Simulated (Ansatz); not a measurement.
`CB(O)Br` + HBr → `OB(Br)Br` + CH₄ at 500 K and 1 bar (ligand exchange at a B–C bond).

Calculated with Ansatz (gas phase, PBE0-D4/def2-TZVP geometries, no zero-point term in ΔE). CBS: MP2 limit from def2 TZ/QZ plus the TZ coupled-cluster correction, frozen cores. This one scheme is used for every species. For Br outer-core shells are correlated without core-valence functions, which leaves a few kJ/mol of doubt a bond. Scalar relativity is left out up to krypton. Each species was taken in one conformer, which may not be the lowest.

```
   species  CCSD(T)/CBS energy (Eh)  H − E (kJ/mol)  S (J/(mol·K))
 `CB(O)Br`              -2713.85644           184.3          364.9
       HBr              -2573.91920            30.5          213.7
`OB(Br)Br`              -5247.33602            84.2          358.3
       CH₄                -40.46206           135.6          206.8
```

H − E and S are ideal-gas, rigid-rotor, harmonic terms from PBE0-D4/def2-TZVP, for one conformer and one mirror image of each species. 1 Eh = 2625.50 kJ/mol, R = 8.31446 J/(mol·K).

By hand: ΔE, ΔH, ΔS and ΔG.

ΔE = (-5247.33602) + (-40.46206) − (-2713.85644) − (-2573.91920) = -0.02244 Eh = -58.9 kJ/mol. Δ(H − E) = 84.2 + 135.6 − 184.3 − 30.5 = 5.0, so ΔH = -53.9 kJ/mol. ΔS = 358.3 + 206.8 − 364.9 − 213.7 = -13.5 J/(mol·K). ΔG = -53.9 − 500 × (-13.5)/1000 = -47.1 kJ/mol.

By hand: the equilibrium constant, and the temperature at which ΔG would vanish if ΔH and ΔS stayed fixed.

log₁₀ K = −ΔG/(RT ln 10) = 4.9. ΔG = 0 at ΔH/ΔS = 3993 K, far beyond where these terms or the molecules hold.

The number of gas molecules stays the same, so ΔS is small and ΔH decides. A doubt of 5 kJ/mol in ΔE shifts log₁₀ K by 0.5 here. Other conformers and mirror images would add mixing entropy, several J/(mol·K) or more a flexible species. These are equilibria of isolated gas molecules and say nothing of rates. Largest T1 diagnostic: 0.010 (customary marks: 0.02 for closed shells, 0.045 for open ones).
